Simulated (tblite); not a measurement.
Compound: C₅H₈BClSi.
Atom-mapped SMILES: `[BH2:1]/[CH:2]=[C:3]1/[CH:4]=[CH:5][Si@H:6]1[CH2:7][Cl:8]` (hydrogens: H9, H10 on B1; H11 on C2; H12 on C4; H13 on C5; H14 on Si6; H15, H16 on C7)

Computed with GFN2-xTB (tblite), gas phase: L-BFGS steps from a force-field or distance-geometry start until the largest atomic force falls under 0.01 eV/Å.

Geometry at step 86:
```
atom  x, y, z in Å
B1      2.4735   -1.0684    0.2382
C2      1.9499    0.3506    0.0137
C3      0.6684    0.6953    0.2340
C4     -0.0018    1.9832    0.1243
C5     -1.2418    1.7430    0.5995
Si6    -0.9252   -0.1158    0.9000
C7     -1.7648   -1.2908   -0.3563
Cl8    -3.2391   -2.0074    0.3690
H9      1.7526   -1.8693    0.6933
H10     3.5726   -1.3584   -0.0411
H11     2.6078    1.1471   -0.3287
H12     0.4323    2.8969   -0.2572
H13    -2.0307    2.4669    0.7268
H14    -1.0358   -0.6516    2.2505
H15    -1.1314   -2.1274   -0.6475
H16    -2.0941   -0.7848   -1.2623
```

**Question.** Give the atomic forces at this geometry.

**Answer.** 
```
atom  Fx (eV/Å)  Fy (eV/Å)  Fz (eV/Å)
  B1      0.056      0.026     -0.040
  C2      0.044      0.029      0.024
  C3      0.055      0.031      0.024
  C4     -0.004     -0.034     -0.029
  C5      0.028      0.005     -0.023
 Si6     -0.123      0.064     -0.074
  C7     -0.124     -0.105     -0.033
 Cl8      0.074      0.051     -0.015
  H9     -0.042     -0.041      0.002
 H10      0.002      0.015      0.014
 H11      0.022     -0.037     -0.048
 H12     -0.051     -0.025      0.077
 H13     -0.006     -0.034     -0.013
 H14      0.023     -0.023      0.029
 H15      0.001      0.050      0.069
 H16      0.046      0.030      0.038
```

The largest, 0.17 eV/Å, acts on C7; the rms over all components is 0.048 eV/Å. The forces sum to zero within rounding, as they must for an isolated molecule in no field.

**Question.** Give the force on C7 in Eh/bohr and in nN.

**Answer.** 0.166 eV/Å ÷ 51.422 = 0.00322 Eh/bohr, and 0.166 eV/Å × 1.602 = 0.27 nN.

**Question.** How far is this geometry from the end of the optimisation?

**Answer.** 0.020 eV above it, and 0.202 Å rms away after alignment. The bonds farthest from their final lengths, with half the difference of the two atoms' forces along the bond (positive lengthens):

```json
{"bond": "C5–Si6", "now (Å)": "1.909", "final (Å)": "1.902", "force along bond (eV/Å)": "-0.05"}
{"bond": "C3–Si6", "now (Å)": "1.908", "final (Å)": "1.914", "force along bond (eV/Å)": "+0.05"}
{"bond": "C7–Cl8", "now (Å)": "1.793", "final (Å)": "1.787", "force along bond (eV/Å)": "-0.11"}
{"bond": "Si6–C7", "now (Å)": "1.914", "final (Å)": "1.910", "force along bond (eV/Å)": "+0.04"}
{"bond": "Si6–H14", "now (Å)": "1.457", "final (Å)": "1.461", "force along bond (eV/Å)": "+0.06"}
{"bond": "B1–H9", "now (Å)": "1.170", "final (Å)": "1.172", "force along bond (eV/Å)": "+0.06"}
```

The angle farthest from its final value is C3–Si6–C7, 113.5° against 116.3°.

The cost below is that of the whole relaxation. Hardware: one thread, AMD EPYC 7B13 (x86_64), on a shared host. Cost: 1.2 s.
